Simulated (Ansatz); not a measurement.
AlCl2(NH2) (AlNCl2H2). Charge 0, multiplicity 1. Geometry PBE0-D4/def2-SVP.

```xyz
6

Al    0.204   -0.616    0.309
Cl   -1.097   -1.616    1.605
Cl    2.097   -1.415   -0.081
N    -0.291    0.887   -0.445
H     0.279    1.429   -1.084
H    -1.191    1.331   -0.303
```

LC-ωPBE has ω = 0.4 bohr⁻¹.

Question: Estimate the orbital energies around the gap (eV) in Ansatz with PBE-D4/def2-SVP, BLYP-D4/def2-TZVP, PBE0-D4/def2-TZVP, LC-ωPBE/def2-TZVP, ωB97X-V/def2-TZVP.

Answer: 
| orbital | PBE-D4/def2-SVP | BLYP-D4/def2-TZVP | PBE0-D4/def2-TZVP | LC-ωPBE/def2-TZVP | ωB97X-V/def2-TZVP |
| --- | --- | --- | --- | --- | --- |
| HOMO−9 | -19.82 | -19.86 | -22.63 | -25.92 | -25.50 |
| HOMO−8 | -12.03 | -12.06 | -13.85 | -16.86 | -16.46 |
| HOMO−7 | -11.19 | -11.18 | -13.01 | -16.09 | -15.65 |
| HOMO−6 | -9.54 | -9.54 | -11.23 | -14.14 | -13.74 |
| HOMO−5 | -9.09 | -9.08 | -10.71 | -13.52 | -13.13 |
| HOMO−4 | -8.17 | -8.20 | -9.84 | -12.80 | -12.38 |
| HOMO−3 | -7.90 | -7.96 | -9.61 | -12.50 | -12.10 |
| HOMO−2 | -7.68 | -7.78 | -9.40 | -12.27 | -11.86 |
| HOMO−1 | -7.49 | -7.56 | -9.18 | -12.02 | -11.62 |
| HOMO | -6.33 | -6.44 | -8.01 | -10.95 | -10.52 |
| LUMO | -1.21 | -1.42 | -0.65 | 1.54 | 1.33 |
| LUMO+1 | -0.68 | -0.80 | -0.15 | 1.91 | 1.80 |
| LUMO+2 | 1.01 | 0.39 | 1.22 | 3.31 | 3.14 |
| LUMO+3 | 1.65 | 1.26 | 1.99 | 4.04 | 3.85 |
| LUMO+4 | 2.54 | 1.65 | 2.58 | 4.72 | 4.60 |
| LUMO+5 | 2.70 | 2.19 | 2.97 | 5.06 | 4.89 |
